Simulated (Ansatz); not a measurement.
## Strength of the S–Sn bond: SnH3(SH) → SnH3 + HS

Species: SnH3(SH), singlet; SnH3 `[SnH3]`, doublet; HS, doublet. 

Shapes, held fixed at every level: PBE0-D4/def2-TZVP. Programs: Ansatz 0.2.0. The zero-point and thermal change to 298 K, harmonic and unscaled (PBE0-D4/def2-TZVP), is -9.8 kJ/mol.

Problem. Estimate ΔH(298 K) of this reaction.

Solution. The highest level, CCSD(T)/def2-TZVPP, gives ΔH(298 K) = +297.7 kJ/mol; the levels span +201.7 to +312.3. The column of differences is taken from that level and isn't an error. Hartree–Fock misses the correlation of the pair that is broken and comes out low. No measured value is set beside it here. Open shells run unrestricted unless RO is named. For atoms past krypton def2 sets carry core potentials with scalar relativity. Correlated rows may include outer-core shells of Sn, which these sets cover unevenly.

```tsv
level	kind	ΔH(298 K) (kJ/mol)	less CCSD(T)/def2-TZVPP
HF/def2-TZVPP	Hartree–Fock	+201.7	-96.0
B3LYP-D4/def2-TZVPP	global hybrid	+292.0	-5.7
BHLYP-D4/def2-TZVPP	global hybrid	+287.9	-9.8
wB97M-V/def2-TZVPP	range-separated hybrid	+306.9	+9.2
wB97X-V/def2-TZVPP	range-separated hybrid	+312.3	+14.6
B2PLYP/def2-TZVPP	double hybrid	+293.8	-3.9
MP2/def2-SVP	perturbation theory	+284.5	-13.2
CCSD(T)/def2-TZVPP	coupled cluster or CI	+297.7	0.0
```
